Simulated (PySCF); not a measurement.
hexamethyldisilane (C6H18Si2), singlet, geometry from GFN2-xTB; WB97X/STO-3G (PySCF).

PySCF was given this input:
```python
from pyscf import gto, scf, dft

mol = gto.Mole()
mol.atom = '''
    C    -1.85250354   -0.75341260   -1.64491509
    Si   -1.15751455   -0.19252911    0.04867828
    C    -2.11542853    1.38464731    0.55933844
    C    -1.59427803   -1.55639574    1.31949060
    Si    1.15751455    0.19252911   -0.04867828
    C     1.85250354    0.75341260    1.64491509
    C     1.59427803    1.55639574   -1.31949060
    C     2.11542853   -1.38464731   -0.55933844
    H    -1.38122298   -1.67339640   -1.97770833
    H    -1.67730056   -0.00252223   -2.40956825
    H    -2.92336754   -0.93233716   -1.60300705
    H    -3.18676964    1.20960247    0.60524631
    H    -1.80050263    1.73611210    1.53735739
    H    -1.94720648    2.19230528   -0.14678963
    H    -2.66467346   -1.73677739    1.36677783
    H    -1.11614133   -2.49769952    1.06540523
    H    -1.26551507   -1.28301853    2.31769233
    H     2.92336754    0.93233716    1.60300705
    H     1.38122298    1.67339640    1.97770833
    H     1.67730056    0.00252223    2.40956825
    H     1.26551507    1.28301853   -2.31769233
    H     1.11614133    2.49769952   -1.06540523
    H     2.66467346    1.73677739   -1.36677783
    H     1.80050263   -1.73611210   -1.53735739
    H     1.94720648   -2.19230528    0.14678963
    H     3.18676964   -1.20960247   -0.60524631
'''
mol.basis = 'sto-3g'
mol.verbose = 4
mol.build()

mf = dft.RKS(mol)
mf.xc = 'wb97x'
mf.grids.atom_grid = (30, 110)
mf.kernel()
mf.analyze()
```

Task: What does PySCF print? Leave out banner, timings and long lists.

Result: 
```
PySCF version 2.14.0

[INPUT] verbose = 4
[INPUT] num. atoms = 26
[INPUT] num. electrons = 82
[INPUT] charge = 0
[INPUT] spin (= nelec alpha-beta = 2S) = 0
[INPUT] symmetry False subgroup None
[INPUT] Mole.unit = angstrom
[INPUT] Symbol           X                Y                Z      unit          X                Y                Z       unit  Magmom
[INPUT]  1 C     -1.852503540000  -0.753412600000  -1.644915090000 AA   -3.500724335387  -1.423743472796  -3.108439018264 Bohr   0.0
[INPUT]  2 Si    -1.157514550000  -0.192529110000   0.048678280000 AA   -2.187385484699  -0.363827288906   0.091988617415 Bohr   0.0
[INPUT]  3 C     -2.115428530000   1.384647310000   0.559338440000 AA   -3.997580557791   2.616604195016   1.056996462541 Bohr   0.0
[INPUT]  4 C     -1.594278030000  -1.556395740000   1.319490600000 AA   -3.012748843111  -2.941161690040   2.493475857938 Bohr   0.0
[INPUT]  5 Si     1.157514550000   0.192529110000  -0.048678280000 AA    2.187385484699   0.363827288906  -0.091988617415 Bohr   0.0
[INPUT]  6 C      1.852503540000   0.753412600000   1.644915090000 AA    3.500724335387   1.423743472796   3.108439018264 Bohr   0.0
[INPUT]  7 C      1.594278030000   1.556395740000  -1.319490600000 AA    3.012748843111   2.941161690040  -2.493475857938 Bohr   0.0
[INPUT]  8 C      2.115428530000  -1.384647310000  -0.559338440000 AA    3.997580557791  -2.616604195016  -1.056996462541 Bohr   0.0
[INPUT]  9 H     -1.381222980000  -1.673396400000  -1.977708330000 AA   -2.610133149156  -3.162260893833  -3.737327097971 Bohr   0.0
[INPUT] 10 H     -1.677300560000  -0.002522230000  -2.409568250000 AA   -3.169638686980  -0.004766323923  -4.553424070948 Bohr   0.0
[INPUT] 11 H     -2.923367540000  -0.932337160000  -1.603007050000 AA   -5.524364012043  -1.761861888155  -3.029244300247 Bohr   0.0
[INPUT] 12 H     -3.186769640000   1.209602470000   0.605246310000 AA   -6.022121841679   2.285817387897   1.143749763804 Bohr   0.0
[INPUT] 13 H     -1.800502630000   1.736112100000   1.537357390000 AA   -3.402456857259   3.280776390544   2.905184422676 Bohr   0.0
[INPUT] 14 H     -1.947206480000   2.192305280000  -0.146789630000 AA   -3.679686955178   4.142856560638  -0.277392198626 Bohr   0.0
[INPUT] 15 H     -2.664673460000  -1.736777390000   1.366777830000 AA   -5.035503050797  -3.282033606437   2.582835771827 Bohr   0.0
[INPUT] 16 H     -1.116141330000  -2.497699520000   1.065405230000 AA   -2.109201430008  -4.719968034258   2.013324096379 Bohr   0.0
[INPUT] 17 H     -1.265515070000  -1.283018530000   2.317692330000 AA   -2.391476888810  -2.424553634442   4.379803744705 Bohr   0.0
[INPUT] 18 H      2.923367540000   0.932337160000   1.603007050000 AA    5.524364012043   1.761861888155   3.029244300247 Bohr   0.0
[INPUT] 19 H      1.381222980000   1.673396400000   1.977708330000 AA    2.610133149156   3.162260893833   3.737327097971 Bohr   0.0
[INPUT] 20 H      1.677300560000   0.002522230000   2.409568250000 AA    3.169638686980   0.004766323923   4.553424070948 Bohr   0.0
[INPUT] 21 H      1.265515070000   1.283018530000  -2.317692330000 AA    2.391476888810   2.424553634442  -4.379803744705 Bohr   0.0
[INPUT] 22 H      1.116141330000   2.497699520000  -1.065405230000 AA    2.109201430008   4.719968034258  -2.013324096379 Bohr   0.0
[INPUT] 23 H      2.664673460000   1.736777390000  -1.366777830000 AA    5.035503050797   3.282033606437  -2.582835771827 Bohr   0.0
[INPUT] 24 H      1.800502630000  -1.736112100000  -1.537357390000 AA    3.402456857259  -3.280776390544  -2.905184422676 Bohr   0.0
[INPUT] 25 H      1.947206480000  -2.192305280000   0.146789630000 AA    3.679686955178  -4.142856560638   0.277392198626 Bohr   0.0
[INPUT] 26 H      3.186769640000  -1.209602470000  -0.605246310000 AA    6.022121841679  -2.285817387897  -1.143749763804 Bohr   0.0

nuclear repulsion = 564.147685115367
number of shells = 46
number of NR pGTOs = 198
number of NR cGTOs = 66
basis = sto-3g
ecp = {}

******** <class 'pyscf.dft.rks.RKS'> ********
method = RKS
initial guess = minao
damping factor = 0
level_shift factor = 0
DIIS = <class 'pyscf.scf.diis.CDIIS'>
diis_start_cycle = 1
diis_space = 8
diis_damp = 0
SCF conv_tol = 1e-09
SCF conv_tol_grad = None
SCF max_cycles = 50
direct_scf = True
direct_scf_tol = 1e-13
XC library pyscf.dft.libxc version 7.1.2
    S. Lehtola, C. Steigemann, M. J. T. Oliveira, and M. A. L. Marques,  SoftwareX 7, 1–5 (2018)
XC functionals = wb97x
    J.-D. Chai and M. Head-Gordon,  J. Chem. Phys. 128, 084106 (2008)
radial grids:
    Treutler-Ahlrichs [JCP 102, 346 (1995); DOI:10.1063/1.469408] (M4) radial grids

becke partition: Becke, JCP 88, 2547 (1988); DOI:10.1063/1.454033
pruning grids: <function nwchem_prune>
grids dens level: 3
symmetrized grids: False
atomic radii adjust function: <function treutler_atomic_radii_adjust>
User specified grid scheme (30, 110)
small_rho_cutoff = 0
Set gradient conv threshold to 3.16228e-05
Initial guess from minao.
tot grids = 64104
init E= -808.988228841717
  HOMO = -0.286083250469021  LUMO = 0.132551608056334  gap/eV = 11.39163
cycle= 1 E= -808.981788823535  delta_E= 0.00644  |g|= 0.291  |ddm|= 5.68
  HOMO = -0.274886739993463  LUMO = 0.309000720648009  gap/eV = 15.88839
cycle= 2 E= -809.007805628473  delta_E= -0.026  |g|= 0.133  |ddm|= 0.628
  HOMO = -0.284925352292136  LUMO = 0.304873914413836  gap/eV = 16.04926
cycle= 3 E= -809.013393053111  delta_E= -0.00559  |g|= 0.0163  |ddm|= 0.185
  HOMO = -0.288555981062406  LUMO = 0.302964121046622  gap/eV = 16.09608
cycle= 4 E= -809.013551320958  delta_E= -0.000158  |g|= 0.00208  |ddm|= 0.0486
  HOMO = -0.287206142345226  LUMO = 0.30467781341814  gap/eV = 16.10598
cycle= 5 E= -809.013553183564  delta_E= -1.86e-06  |g|= 0.000222  |ddm|= 0.0043
  HOMO = -0.287240514922678  LUMO = 0.304646974061683  gap/eV = 16.10608
cycle= 6 E= -809.013553218189  delta_E= -3.46e-08  |g|= 2.03e-05  |ddm|= 0.000646
  HOMO = -0.287245903482781  LUMO = 0.304646136445416  gap/eV = 16.10620
cycle= 7 E= -809.01355321847  delta_E= -2.8e-10  |g|= 4.36e-06  |ddm|= 6.11e-05
  HOMO = -0.287245378205157  LUMO = 0.304646778067857  gap/eV = 16.10621
Extra cycle  E= -809.013553218472  delta_E= -2.5e-12  |g|= 2.16e-06  |ddm|= 8.92e-06
converged SCF energy = -809.013553218472
**** SCF Summaries ****
Total Energy =                        -809.013553218472339
Nuclear Repulsion Energy =             564.147685115366926
One-electron Energy =                -2237.385957901982238
Two-electron Energy =                  864.224719568142973
Two-electron Coulomb Energy =          945.554890479120900
DFT Exchange-Correlation Energy =      -81.330170910977984
HOMO-LUMO gap [eV] =                    16.106205946555157
**** MO energy ****
MO #1   energy= -65.3546803310538  occ= 2
MO #2   energy= -65.3545489800993  occ= 2
MO #3   energy= -10.0358053556793  occ= 2
MO #4   energy= -10.0357977067777  occ= 2
MO #5   energy= -10.0356911449569  occ= 2
MO #6   energy= -10.0356696105043  occ= 2
MO #7   energy= -10.0356692985016  occ= 2
MO #8   energy= -10.035648023631   occ= 2
MO #9   energy= -5.1770818913319   occ= 2
MO #10  energy= -5.17504469914674  occ= 2
MO #11  energy= -3.47954140301363  occ= 2
MO #12  energy= -3.47907618692336  occ= 2
MO #13  energy= -3.47905607652376  occ= 2
MO #14  energy= -3.47709337252272  occ= 2
MO #15  energy= -3.47707230742947  occ= 2
MO #16  energy= -3.47691711297265  occ= 2
MO #17  energy= -0.805440715313484 occ= 2
MO #18  energy= -0.793312293655343 occ= 2
MO #19  energy= -0.762928962551901 occ= 2
MO #20  energy= -0.762919422291212 occ= 2
MO #21  energy= -0.759712777469421 occ= 2
MO #22  energy= -0.759703724008802 occ= 2
MO #23  energy= -0.576337257809284 occ= 2
MO #24  energy= -0.50727763038365  occ= 2
MO #25  energy= -0.485369633842709 occ= 2
MO #26  energy= -0.473259729800154 occ= 2
MO #27  energy= -0.473224585373274 occ= 2
MO #28  energy= -0.472177517193863 occ= 2
MO #29  energy= -0.472161695551125 occ= 2
MO #30  energy= -0.466172479847013 occ= 2
MO #31  energy= -0.455794978908532 occ= 2
MO #32  energy= -0.455748656907597 occ= 2
MO #33  energy= -0.452071327785608 occ= 2
MO #34  energy= -0.452042485129083 occ= 2
MO #35  energy= -0.449466105966269 occ= 2
MO #36  energy= -0.445130331920754 occ= 2
MO #37  energy= -0.349332580733877 occ= 2
MO #38  energy= -0.349296912094888 occ= 2
MO #39  energy= -0.330450242754175 occ= 2
MO #40  energy= -0.330398508845576 occ= 2
MO #41  energy= -0.287245378205157 occ= 2
MO #42  energy= 0.304646778067857  occ= 0
MO #43  energy= 0.366053362021609  occ= 0
MO #44  energy= 0.366176878278812  occ= 0
MO #45  energy= 0.426350123971373  occ= 0
MO #46  energy= 0.433354516518451  occ= 0
MO #47  energy= 0.465486642138016  occ= 0
MO #48  energy= 0.465544041147284  occ= 0
MO #49  energy= 0.58647321700154   occ= 0
 ** Mulliken pop on meta-lowdin orthogonal AOs  **
 ** Mulliken pop  **
 ** Mulliken atomic charges  **
charge of    0C =     -0.28559
charge of    1Si =      0.49585
charge of    2C =     -0.28552
charge of    3C =     -0.28554
charge of    4Si =      0.49585
charge of    5C =     -0.28559
charge of    6C =     -0.28554
charge of    7C =     -0.28552
charge of    8H =      0.03917
charge of    9H =      0.03922
charge of   10H =      0.04192
charge of   11H =      0.04196
charge of   12H =      0.03911
charge of   13H =      0.03919
charge of   14H =      0.04195
charge of   15H =      0.03914
charge of   16H =      0.03914
charge of   17H =      0.04192
charge of   18H =      0.03917
charge of   19H =      0.03922
charge of   20H =      0.03914
charge of   21H =      0.03914
charge of   22H =      0.04195
charge of   23H =      0.03911
charge of   24H =      0.03919
charge of   25H =      0.04196
Dipole moment(X, Y, Z, Debye): -0.00000,  0.00000,  0.00000
```
